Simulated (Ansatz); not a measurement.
`C=C[SiH](F)C#N` + HCl → `N#C[SiH](F)Cl` + `C=C` at 298.15 K and 1 bar (ligand exchange at the Si–C bond).

Gas-phase electronic energies from Ansatz, PBE0-D4/def2-TZVP geometries. CCSD(T)/CBS is the MP2 limit (def2-TZVPP, def2-QZVPP) plus CCSD(T) − MP2 in def2-TZVPP, frozen cores. This one scheme is used for every species. Each species was taken in one conformer, which may not be the lowest.

```
         species  CCSD(T)/CBS energy (Eh)  H − E (kJ/mol)  S (J/(mol·K))
`C=C[SiH](F)C#N`               -560.17873           187.4          354.1
             HCl               -460.38127            26.6          186.8
 `N#C[SiH](F)Cl`               -942.11148            76.1          326.9
           `C=C`                -78.48111           144.6          218.9
```

H − E and S are ideal-gas, rigid-rotor, harmonic terms from PBE0-D4/def2-TZVP, for one conformer and one mirror image of each species. 1 Eh = 2625.50 kJ/mol, R = 8.31446 J/(mol·K).

Task: By hand: ΔE, ΔH, ΔS and ΔG.

Result: ΔE = (-942.11148) + (-78.48111) − (-560.17873) − (-460.38127) = -0.03259 Eh = -85.6 kJ/mol. Δ(H − E) = 76.1 + 144.6 − 187.4 − 26.6 = 6.7, so ΔH = -78.9 kJ/mol. ΔS = 326.9 + 218.9 − 354.1 − 186.8 = 4.9 J/(mol·K). ΔG = -78.9 − 298.15 × (4.9)/1000 = -80.4 kJ/mol.

Task: By hand: the equilibrium constant, and the temperature at which ΔG would vanish if ΔH and ΔS stayed fixed.

Result: log₁₀ K = −ΔG/(RT ln 10) = 14.1. ΔH and −TΔS have one sign here, so there is no such temperature. One of them is within its doubt of zero, so this could turn.

The number of gas molecules stays the same, so ΔS is small and ΔH decides. A doubt of 5 kJ/mol in ΔE shifts log₁₀ K by 0.9 here. Other conformers and mirror images would add mixing entropy, several J/(mol·K) or more a flexible species. These are equilibria of isolated gas molecules and say nothing of rates. Largest T1 diagnostic: 0.013 (customary marks: 0.02 for closed shells, 0.045 for open ones).
